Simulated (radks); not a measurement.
Values are calculated unless marked as measured or tabulated.
Task: Tl49+, 32 electrons, occupied as [Ar] 3d10 4s2 4p2 (the NIST ground configuration). Level of theory: scalar-relativistic Kohn-Sham, PBE, spin-polarised, spherical densities, point nucleus; open shells are filled with parallel spins first (spin-orbit coupling, left out, can overturn this in heavy ions) (a radial shooting solver on a logarithmic mesh with Libxc functionals). Some entries of the table are withheld. Estimate them.

| orbital | occ. | eigenvalue (eV) | r(max) (bohr) | <r> (bohr) |
|---|---|---|---|---|
| 1s up | 1 | -88254.79 | 0.01003 | 0.01631 |
| 1s down | 1 | -88252.37 | 0.01003 | 0.01631 |
| 2s up | 1 | -17830.64 | 0.05807 | 0.06863 |
| 2s down | 1 | -17829.34 | 0.05808 | 0.06863 |
| 2p up | 3 | -15699.81 | 0.04827 | 0.06222 |
| 2p down | 3 | -15697.78 | 0.04828 | 0.06222 |
| 3s up | 1 | -6104.456 | 0.1625 | 0.1747 |
| 3s down | 1 | -6102.180 | 0.1625 | 0.1746 |
| 3p up | 3 | -5487.059 | 0.1620 | (1) |
| 3p down | 3 | -5484.469 | 0.1620 | (2) |
| 3d up | 5 | -4872.596 | 0.1314 | 0.1581 |
| 3d down | 5 | -4870.227 | 0.1314 | 0.1581 |
| 4s up | 1 | -2957.393 | 0.3434 | (3) |
| 4s down | 1 | -2945.007 | 0.3430 | (4) |
| 4p up | 2 | -2724.119 | 0.3544 | 0.3574 |
| 4p down | 0 | -2711.765 | 0.3541 | 0.3574 |

Result: 
(1) 3p up <r> (bohr): 0.1755
(2) 3p down <r> (bohr): 0.1754
(3) 4s up <r> (bohr): 0.3470
(4) 4s down <r> (bohr): 0.3470
